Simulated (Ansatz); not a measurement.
System: H₂N (cation, charge +1), triplet: symmetric bend, bond length relaxed. Scanned: H-N-H angle. Other coordinates (N-H bond length) were minimised at PBE0/def2-TZVP.

The free coordinates were minimised at PBE0/def2-TZVP in PySCF; the energy column is full CI/def2-SVP, frozen core (Ansatz, a quantum-chemistry and plane-wave program), in kcal/mol.

| a / ° | N-H bond length / Å | E |
|---|---|---|
| 168.88 | 1.033 | 0.6 |
| 158.08 | 1.034 | 0.1 |
| 150.42 | 1.035 | 0.0 |
| 140.68 | 1.036 | 0.5 |
| 130.05 | 1.038 | 2.6 |
| 118.25 | 1.041 | 7.5 |
| 109.04 | 1.045 | 13.7 |
| 99 | 1.050 | 23.2 |
| 91.19 | 1.055 | 32.9 |
| 77.57 | 1.066 | 55.4 |

The scan ran from 180.0 to 60.0; beyond the range shown the relaxed coordinates jump or full CI changes its symmetry label.
